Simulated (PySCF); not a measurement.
Vertical excitations of a molecule C4H4S2 from TDDFT-LC-ωPBE/def2-SVPD run with PySCF, as energy in eV (oscillator strength): 4.29 (0.001), 4.98 (0.076), 5.14 (0.193), 5.46 (0.000), 5.90 (0.006), 6.51 (0.000), 6.68 (0.000), 6.74 (0.000), 6.84 (0.000), 7.23 (0.000). Lowest triplet (TDA): 3.20 eV. Geometry: TPSSh-D3(BJ)/def2-SVP. Other conformers were not sampled.

Task: Which molecule gave these data?
A) C=C=C1SCS1
B) C=C1SC=CS1
C) Sc1cccs1
D) C#CC1SCS1

Result: B, C=C1SC=CS1
